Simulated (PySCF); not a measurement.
C2H4FGa. Atoms are numbered in the order given.

```xyz
8

Ga     0.3093    -0.4003     0.0000
H      1.8492    -0.6674     0.0000
F     -0.6951    -1.8542     0.0000
C     -0.6572     1.2894     0.0000
C     -0.0067     2.4636     0.0000
H     -1.7541     1.2936     0.0000
H     -0.5325     3.4268     0.0000
H      1.0886     2.5254     0.0000
```
Charge 0, spin multiplicity 1.

Geometry: B3LYP-D3(BJ)/def2-SVP. The structure was generated by enumeration; whether it is a known compound was not checked. Other conformers were not sampled.

These are B3LYP/def2-TZVP in PySCF values and carry that method's errors.

The molecule is in vacuum.

```json
{
 "total_energy": "-2103.45759 hartree",
 "point_group": "Cs",
 "highest_occupied_level": "-8.22 eV",
 "lowest_empty_level": "-1.94 eV",
 "orbital_gap": "6.28 eV",
 "dipole_moment": "2.88 D",
 "quadrupole, principal values (traceless, Buckingham form, about the centre of nuclear charge)": "-5.00, 2.21, 2.79 D·Å",
 "mean_static_polarisability": "50.5 bohr³ (7.48 Å³)",
 "polarisability_principal_values": "33.4, 50.2, 67.9 bohr³"
}
```
